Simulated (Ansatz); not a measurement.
## Worked example: the barrier

An elementary step of AlSiH7O4, closed shell (AlSiH₇O₄ ([OH][Al]1([OH])[OH][SiH3][OH]1) → AlSiH₇O₄ ([OH][Al]([OH])([OH2])[O][SiH3]); bonds formed: O2–H5; bonds broken: O4–Si7, H5–O6; bonds weakened to dative contacts: Al1–O2). “Start” is the structure reached by relaxing down from the saddle towards the reactants; PBE0-D4/def2-TZVP structures. The saddle:

```
13
angstrom
Al -0.8502 -0.5895 0.5439
O 0.2070 -0.1990 1.9879
O -1.2464 -2.2146 0.2638
O -2.0519 0.5894 0.2968
H 0.8826 0.1291 0.9433
O 0.7642 -0.0099 -0.2046
Si 1.3550 0.9022 -1.4526
H -0.0522 0.4952 2.5953
H -0.6627 -2.9449 0.4530
H -2.9366 0.3530 0.0264
H 2.7704 0.5269 -1.6923
H 1.2820 2.3436 -1.1053
H 0.5386 0.6187 -2.6555
```

Ansatz 0.2.0; basis: def2-TZVPP and def2-QZVPP; cores frozen in the correlated methods.

Energies in eV:

| quantity | saddle | start |
| --- | --- | --- |
| Hartree–Fock, triple zeta (X = 3) | -22715.29637 | -22715.75426 |
| Hartree–Fock, quadruple zeta (X = 4) | -22716.17795 | -22716.63376 |
| MP2 correlation, X = 3 | -32.53973 | -32.41533 |
| MP2 correlation, X = 4 | -35.16236 | -35.04968 |
| CCSD(T) correlation, X = 3 | -34.43694 | -34.34642 |

**Question.** Work out the barrier at the basis limit: extrapolate Hartree–Fock as E(X) = E∞ + A exp(−7.88 √X) and the MP2 correlation as E(X) = E∞ + B X^−2.97 (the exponents that Neese and Valeev fitted for def2-TZVPP and QZVPP), then add CCSD(T) − MP2 in triple zeta.

**Answer.** Each step is linear, so take the differences first (saddle − start): Hartree–Fock 0.45789 (X = 3) and 0.45581 (X = 4); MP2 correlation -0.12440 and -0.11268; CCSD(T) correlation -0.09052.
Two points give E∞ = E(4) + w [E(4) − E(3)], with w = 1/(exp(7.88 (2 − √3)) − 1) = 0.1377 for Hartree–Fock and w = 1/((4/3)^2.97 − 1) = 0.7407 for the correlation.
Hartree–Fock: 0.45581 + 0.1377 × (-0.00208) = 0.4555 eV.
MP2 correlation: -0.11268 + 0.7407 × 0.01172 = -0.1040 eV.
CCSD(T) − MP2: -0.09052 − (-0.12440) = 0.0339 eV.
Sum: 0.4555 + (-0.1040) + 0.0339 = 0.3854 eV, or 8.89 kcal/mol. Plain CCSD(T) in triple zeta gives 0.3674 eV, so the larger basis shifts the result by 0.0180 eV.

No T1 diagnostic of these runs exceeds 0.012.

Labels in which every atom is bracketed show which atoms are joined, not bond orders.

For scale, one of the runs: CCSD(T)/def2-TZVPP, 306 basis functions, launched by `ansatz run in.yaml --threads 8 --pin off --events-out ev --progress --plain --max-ram 19148MiB`. Time: 6.6 min of wall clock on 8 CPU threads of an Intel Xeon; the host was shared. Peak host memory: 11 GiB.
